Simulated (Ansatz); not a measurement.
A nudged elastic band was laid between two geometries of ClH4OSSi (8 atoms, charge 1, multiplicity 1).

Theory: RKS PBE/def2-SVP in Ansatz 0.2.0.

```
movable images  : 7
climbing image  : yes
spring          : 5.0 eV/Å²
optimiser       : quadratic models (default)
start path      : through a guess of the saddle point
force threshold : 0.03 eV/Å
iteration limit : 60
end points      : relaxed
```

Initial state:

```xyz
8
Properties=species:S:1:pos:R:3
S -0.284 0.991 -1.781
O 0.493 0.531 -0.247
Si -0.170 -0.831 0.835
Cl 0.005 -2.541 -0.230
H -0.750 2.177 -1.275
H 1.461 0.727 -0.256
H -1.564 -0.353 1.006
H 0.809 -0.700 1.948
```

Final state:

```xyz
8
Properties=species:S:1:pos:R:3
S 0.012 0.885 -1.352
O 0.113 0.674 0.239
Si -0.319 -0.866 1.043
Cl 0.241 -2.287 -0.327
H -0.145 2.258 -1.368
H 1.347 0.984 -1.718
H -1.795 -0.848 1.235
H 0.547 -0.802 2.249
```

(1) Which bonds break or form, and what moves?

(2) What energy profile does the band end with?

(3) What is the geometry of the highest image?

(4) What are the harmonic wavenumbers there?

The band took 14 iterations and roughly 4 core-minutes.

Results:

(1) Bonds broken: O2–H6. Bonds formed: S1–H6.

(2) The run converged. The highest image is number 5 of 0 to 8, 35.4 kcal/mol above the first end and 34.8 kcal/mol above the last; the last end lies 0.7 kcal/mol above the first. A vibrational analysis at the climbing image gives one clearly imaginary mode, 1397i cm⁻¹: a first-order saddle point. The orbitals stay closed-shell, which can raise the energy where a bond breaks towards radicals; this wasn't checked here. Limits of this set-up: the dipole of an ion depends on the origin.

```tsv
image	path coordinate (Å)	energy (kcal/mol)	O2–H6 (Å)	S1–H6 (Å)
0	0.00	0.0	0.99	2.33
1	0.31	0.1	0.99	2.32
2	0.62	0.9	0.99	2.30
3	0.93	5.4	0.99	2.10
4	1.25	21.1	1.07	1.76
5	1.56	35.4	1.37	1.49
6	1.90	22.9	1.75	1.37
7	2.24	5.7	2.09	1.36
8	2.58	0.7	2.33	1.39
```

(3) 
```xyz
8
Properties=species:S:1:pos:R:3:forces:R:3
S -0.185 0.957 -1.605 -0.01 0.00 -0.01
O 0.337 0.634 0.093 0.00 -0.01 0.01
Si -0.229 -0.852 0.949 0.00 0.01 -0.01
Cl 0.252 -2.428 -0.253 0.00 0.00 0.00
H -0.251 2.319 -1.410 0.00 0.00 0.00
H 1.161 0.755 -0.994 0.01 0.01 0.01
H -1.703 -0.662 1.055 0.00 0.00 0.00
H 0.618 -0.722 2.166 0.00 0.00 0.00
```

(4) 1397i, 45, 132, 191, 285, 501, 578, 582, 631, 660, 813, 883, 904, 951, 2090, 2231, 2270, 2527 cm⁻¹.

The run took 2.3 min on 2 threads of Arm Neoverse V1, with other jobs on the host, peak memory 0.12 GiB.
